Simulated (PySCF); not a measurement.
**Optical rotation: SMILES O=C[C@@H]1C[Se]C[C@@H]1F, C5H7FOSe**

Geometry:
| atom | x (Å) | y (Å) | z (Å) |
| --- | --- | --- | --- |
| O1 | 1.666 | -0.862 | -1.678 |
| C2 | 1.282 | 0.123 | -1.120 |
| C3 | 0.770 | 0.167 | 0.306 |
| C4 | 0.514 | -1.223 | 0.861 |
| Se5 | -1.324 | -1.720 | 0.300 |
| C6 | -1.604 | 0.112 | -0.358 |
| C7 | -0.557 | 0.937 | 0.366 |
| F8 | -0.429 | 2.179 | -0.212 |
| H9 | 1.279 | 1.112 | -1.612 |
| H10 | 1.530 | 0.696 | 0.895 |
| H11 | 0.556 | -1.248 | 1.950 |
| H12 | 1.212 | -1.950 | 0.446 |
| H13 | -1.434 | 0.139 | -1.436 |
| H14 | -2.621 | 0.433 | -0.140 |
| H15 | -0.845 | 1.113 | 1.411 |

The calculation used PySCF 2.14.0, TDDFT PBE0/aug-cc-pVDZ circular dichroism and optical rotation, one conformer, gas phase. Geometry: GFN2-xTB.

The molecule is flexible and this is one conformer; a measurement averages over conformers. The calculation is non-relativistic, which matters for the atoms heavier than Zn. States above about 6.4 eV lie in this functional's continuum (it starts at minus the energy of the highest occupied orbital, well below the true ionisation energy for most functionals) and depend on the basis.

Stereocentres: C3 S, C7 R.

(1) What is the specific rotation at 633, 589.3, 546, 436, 405, 365, 355 nm?

(2) And for the mirror image at 589.3 nm?

(3) What is the molar rotation [Φ] = [α]·M/100 of the geometry above at 589.3 nm?

Results:

(1) [α] in deg dm⁻¹ (g/mL)⁻¹:
```csv
λ (nm),origin-invariant length gauge,modified velocity gauge,length gauge (centre of mass),isotropic polarisability (au)
633,-113.5,-109.2,-113.5,87.9
589.3,-134.9,-129.8,-134.9,88.3
546,-163.2,-157.0,-163.2,88.7
436,-303.6,-291.7,-303.7,90.6
405,-384.5,-369.2,-384.7,91.4
365,-569.6,-546.1,-570.0,93.0
355,-646.5,-619.5,-647.1,93.5
```

(2) +134.9 deg dm⁻¹ (g/mL)⁻¹ (origin-invariant length gauge): the same size and the opposite sign.

(3) With M = 181.08 g/mol, -244.3 deg cm² dmol⁻¹ (origin-invariant length gauge).

The first excitation lies at 4.17 eV (297 nm) with R = -4.4 × 10⁻⁴⁰ esu² cm² (velocity form).
